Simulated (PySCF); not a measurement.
Predicted microwave data (B3LYP/def2-SVPD in PySCF (dipole) on a GFN2-xTB geometry, gas phase) for one isomer of C4H2NOP:

* Rotational constants: A = 5150, B = 1901, C = 1388 MHz
* Dipole components: |μa| = 5.03 D, |μb| = 0.78 D, |μc| = 0.00 D
* Inertial defect: 0.00 u·Å²
* κ: -0.73

Question: Which candidate fits, each taken in the one conformer that was computed?
A. `c1(pcco1)C#N`
B. `N#Cc1cocp1`

Answer: A. It is N#Cc1occp1, an asymmetric top, point group Cs. The candidates at the same level (rigid rotor, commonest isotopes):

| SMILES | A (MHz) | B (MHz) | C (MHz) | μa (D) | μb (D) | μc (D) | Δ (u·Å²) | point group | rotor |
| --- | --- | --- | --- | --- | --- | --- | --- | --- | --- |
| N#Cc1cocp1 | 5170 | 1828 | 1350 | 4.22 | 1.08 | 0.00 | 0.00 | Cs | asymmetric top |
| N#Cc1occp1 | 5150 | 1901 | 1388 | 5.03 | 0.78 | 0.00 | 0.00 | Cs | asymmetric top |

`N#Cc1cocp1` has B 4 % too low. In the right answer the mirror of this Cs structure is the ab plane, so μc vanishes by symmetry. No structure here is proved a minimum.
